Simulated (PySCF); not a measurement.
NaBr₂⁻ (singlet). Level of theory: PBE0/[Na def2-TZVPD, Br def2-TZVPD], no relativity, density fitting, PySCF.

Harmonic bands of its minimum:

```csv
ω (cm⁻¹),"IR (km/mol, summed over degenerate members)",degeneracy
69,46.3,2
112,0.0,1
294,66.8,1
```

Question: The central atom is Na. Infer the point group and assign the bands.

Answer: D∞h. The modes span πu + σg+ + σu+: 69 πu, 112 σg+, 294 σu+. The computed geometry has Na–Br 2.650 Å (×2); Br–Na–Br 180.0°.

Other isomers or separated fragments may lie lower. The lowest empty level of this anion is unbound, so it and the gap depend on the basis.
